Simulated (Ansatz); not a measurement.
Total energies of Sn(tBu)Me3 (C7H18Sn) from Ansatz at PBE-D4/def2-TZVP, gas phase (1 Eh = 27.2114 eV = 2625.5 kJ/mol). The reference geometry is relaxed at PBE-D4/def2-SVP.

```xyz
26

Sn    0.848   -0.150    0.520
C    -1.023    0.181   -0.628
C    -1.578    1.563   -0.262
C    -2.025   -0.916   -0.250
C    -0.694    0.114   -2.124
H    -2.521    1.769   -0.823
H    -1.819    1.645    0.818
H    -0.868    2.380   -0.512
H    -2.273   -0.903    0.833
H    -1.648   -1.930   -0.497
H    -2.984   -0.781   -0.804
H    -0.276   -0.872   -2.418
H     0.036    0.894   -2.427
H    -1.613    0.273   -2.736
C     1.535   -2.195    0.205
H     2.500   -2.358    0.723
H     1.677   -2.390   -0.876
H     0.793   -2.914    0.602
C     0.459    0.173    2.640
H    -0.371   -0.476    2.981
H     0.183    1.229    2.822
H     1.362   -0.066    3.235
C     2.373    1.248   -0.166
H     2.016    2.290   -0.057
H     2.612    1.063   -1.231
H     3.299    1.127    0.431
```

```
                 state   geometry  energy (Eh)
      charge 0 singlet  reference   -491.59243
      charge 1 doublet  reference   -491.29503
     charge -1 doublet  reference   -491.54917
free Sn atom (triplet)          –   -214.24935
 free C atom (triplet)          –    -37.79597
 free H atom (doublet)          –     -0.49962
```

In the def2 sets Sn takes a core potential; there is no spin–orbit coupling.

(1) Work out the vertical ionisation energy to the doublet.

(2) Work out the vertical electron affinity, to the doublet.

(3) Give the fundamental gap IE − EA, the Mulliken electronegativity (IE + EA)/2 and the hardness (IE − EA)/2.

(4) What is the binding energy per atom against free atoms?

(1) E(charge 1 doublet) − E(charge 0 singlet) = -491.29503 − (-491.59243) = 0.29740 Eh = 8.09 eV. For comparison, −ε of the highest occupied level is 5.59 eV at this level, 2.50 eV less.

(2) E(charge 0 singlet) − E(charge -1 doublet) = -491.59243 − (-491.54917) = -0.04326 Eh = -1.18 eV; negative, so the extra electron isn't bound. The basis lacks diffuse functions, which makes affinities too small.

(3) From the values in Eh: IE − EA = 0.29740 − (-0.04326) = 0.34066 Eh = 9.27 eV; (IE + EA)/2 = 3.46 eV; (IE − EA)/2 = 4.63 eV. The HOMO–LUMO gap of the same run is 5.16 eV, 4.11 eV smaller than the fundamental gap.

(4) Atoms: 1 × (-214.24935) + 7 × (-37.79597) + 18 × (-0.49962) = -487.81430 Eh. Binding: -487.81430 − (-491.59243) = 3.77813 Eh = 102.81 eV, or 3.95 eV for each of 26 atoms (no zero-point energy, no counterpoise term).

At PBE-D4/def2-TZVP the highest occupied level of the charge -1 doublet lies above zero (up to 2.84 eV). By energy differences it is unbound by 1.18 eV (vertical, against the charge 0 singlet, at PBE-D4/def2-TZVP) and held by the finite basis.
